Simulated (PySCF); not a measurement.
Precursor series Zr Cl-NH2. All species are isolated molecules in the gas phase. One relaxed conformer stands for each flexible species; it need not be the lowest.

Quantity: redistribution energy (mixed species minus the weighted end members), in kcal/mol.

A: 3 of 4 Cl replaced by NH2: [Zr(Cl)(NH2)3]
B: 2 of 4 Cl replaced by NH2: [Zr(Cl)2(NH2)2]
C: 1 of 4 Cl replaced by NH2: [Zr(Cl)3(NH2)]

### Question
Put the candidates in order of redistribution energy (mixed species minus the weighted end members), lowest first, for TPSSh-D3(BJ)/def2-TZVP // TPSS-D3(BJ)/def2-SVP (PySCF).

### Answer
A (-5.39 kcal/mol), B (-4.95 kcal/mol), C (-3.75 kcal/mol)
